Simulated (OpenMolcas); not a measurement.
## Co3+: moving the ligands

Co3+ with 4 ligands (fluoride) in square-planar coordination (D4h) at 1.79 Å. A charge of +0.25 e stands 3.2 Å behind each ligand. Ligand basis ANO-RCC-VDZP.

* Program: OpenMolcas 26.06
* Method: CASSCF
* Basis: ANO-RCC-VDZP [5s4p2d1f]
* Scalar Hamiltonian: DKH2, point nucleus
* Active space: 6 electrons in 5 orbitals (3d)
* State averaging: 2S+1 = 5 even, 5 roots; 2S+1 = 3 even, 45 roots; 2S+1 = 1 even, 50 roots
* Spin-orbit coupling: RASSI with atomic mean-field integrals over the reference wave functions

Runs around this geometry, states (labels of D4, the rotations of D4h). Energies in cm-1 above the lowest state or level, χT in cm3 K/mol.

| R (Å) | Ground state | First state of that spin | First gap with spin-orbit (degeneracies) | χT at 300 K | First state of another spin |
| --- | --- | --- | --- | --- | --- |
| 1.76 | 2S+1 = 5 | 5E 2186 | 32.0 (1, 2) | 3.830 | 2S+1 = 3: 7953 |
| 1.79 | 2S+1 = 5 | 5E 1973 | 31.8 (1, 2) | 3.916 | 2S+1 = 3: 9331 |
| 1.86 | 5A1 | 5E 1594 | 32.8 (1, 2) | 4.107 | 3A2 12028 |

Without dynamic correlation the repulsion within the d shell is too large (B by tens of per cent), so at a given field states of lower spin stand too high. This shell can be high or low spin here, a state of another spin lies low, and with metal d orbitals alone active their balance is uncertain, so the ground spin may be wrong. Ligand-to-metal charge-transfer states are missing. With no ligand orbital active B as a rule stays too high, so bands that hang on it stand too high and its fall with covalency is understated. With metal d orbitals alone and no dynamic correlation the field as a rule comes out too small, by tens of per cent, by up to half for chloride and softer ligands, and the orbital part of g and χT, which goes as 1/10Dq, too large. The least metal-like active orbital is 84 % on the metal (Löwdin) and no ligand orbital is active, so the numbers are rough (holds for R = 1.76; R = 1.79). No measured value stands beside these numbers; the geometry was imposed, not optimised, and the real ion may take another.

A state without a sure symmetry label is named by its multiplicity alone.
